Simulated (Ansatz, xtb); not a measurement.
# Relaxing a trial structure of ClGaH3Si−

The starting geometry of this gas-phase singlet has its atoms placed at random.

```yaml
atoms:
  - { symbol: Cl, position_ang: [-0.5780, 0.8358, 0.1319] }
  - { symbol: Ga, position_ang: [-0.0360, -0.1409, -1.4819] }
  - { symbol: Si, position_ang: [1.1064, -0.3049, 1.5735] }
  - { symbol: H, position_ang: [-1.7893, 0.8776, -0.7663] }
  - { symbol: H, position_ang: [-0.1120, -0.3338, 1.8249] }
  - { symbol: H, position_ang: [-1.5721, -0.4550, -1.4738] }
```

Problem. One run relaxed it with r2SCAN-D4/def2-SVPD. What is a likely outcome?

Solution. It loosens into ClGaHSi + H2, which stay close as a complex (formulas without charges). Distances that change by over a tenth: Cl1–Ga2 (1.96 → 2.64 Å), Si3–H5 (1.24 → 1.56 Å). Contacts that open: Cl1–H4 (1.51 → 2.99 Å), Ga2–H6 (1.57 → 5.45 Å). Contacts that close: Cl1–Si3 (2.49 → 2.39 Å), Ga2–Si3 (3.27 → 2.50 Å), H4–H6 (1.52 → 0.76 Å).

The energy falls by 7.55 eV over 54 steps:

```csv
step,E − E(last) (eV)
1,7.551
7,1.118
13,0.059
19,0.009
25,0.003
30,0.002
36,0.002
42,0.002
48,0.001
54,0.000
```

Final geometry (Å):

```xyz
6

Cl    0.0436    1.5824   -0.4596
Ga    2.2473    0.1399   -0.3681
Si    0.4335    0.0769    1.3567
H    -2.4835   -0.0173   -0.4731
H    -0.0399   -1.1161    0.4778
H    -3.1822   -0.1871   -0.7251
```

From the same start GFN2-xTB ends elsewhere, in pieces: ClGaHSi + H + H.

From so rough a start the end depends on the optimiser's path, so another program may land elsewhere. The end wasn't checked by frequencies. Run with Ansatz 0.2.0, 68 s on 2 threads of Intel(R) Xeon(R) 6975P-C (Granite Rapids), on a shared host.
